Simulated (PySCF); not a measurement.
**Excitation energy of Zr⁺ by level of theory**

Zr⁺ [Kr] 4d2 5s1 (4F) → Zr⁺ [Kr] 4d3 (4F), as a difference of total energies. All numbers are calculated (PySCF 2.14, no relativity, point nucleus, in dyall-av2z (22s15p11d2f, 136 functions)). Correlated levels: valence: [Kr] frozen; virtual orbitals above 40 to 60 times the deepest correlated orbital energy dropped. The calculations carry no spin-orbit coupling.

| method | excitation energy (eV) |
| --- | --- |
| UHF | -0.053 |
| LDA | -0.234 |
| PBE | -0.340 |
| PBE0 | -0.391 |
| r2SCAN | -0.360 |
| revPBE | -0.404 |
| B3LYP | -0.244 |
| r2SCAN0 | -0.380 |
| MP2 (valence) | -0.134 |
| SCS-MP2 (valence) | -0.080 |

Q: How much does correlation contribute at MP2 (valence)?

A: -0.134 − (-0.053) = -0.081 eV, measured against UHF.

These non-relativistic numbers lack the scalar-relativistic shift.

For comparison: 0.312 eV (measured; NIST levels, between the centres of gravity of the two terms).
